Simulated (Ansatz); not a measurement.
Job for Ansatz (a quantum-chemistry and plane-wave program): R-wB97X-V/def2-TZVPP on GeH4Se2 (SMILES [GeH3][Se][SeH]), a point of a torsion scan.

Ansatz 0.2 input:
```yaml
crystal:
  periodic: [false, false, false]
  atoms:
    - {symbol: Ge, position_ang: [1.02895100, -0.08562132, 0.05257451]}
    - {symbol: Se, position_ang: [-0.50384905, 1.63241024, -0.40459467]}
    - {symbol: Se, position_ang: [-2.47210833, 0.52034156, 0.13070498]}
    - {symbol: H, position_ang: [0.80141763, -1.26439948, -0.85002924]}
    - {symbol: H, position_ang: [2.39886262, 0.46943225, -0.18866193]}
    - {symbol: H, position_ang: [0.90809108, -0.55354016, 1.47448106]}
    - {symbol: H, position_ang: [-2.87288214, 1.44233952, 1.17863599]}
basis:
  gaussian:
    orbitals: def2-TZVPP
hamiltonian:
  xc: {name: wB97X-V}
scf: {lower_state_search: off}
```

Problem. What total energy does the run end on?

Solution. -6881.9081 hartree.

Problem. How many basis functions does it have, and what does it roughly cost on one machine?

Solution. 200 functions; very roughly 11 core-seconds.
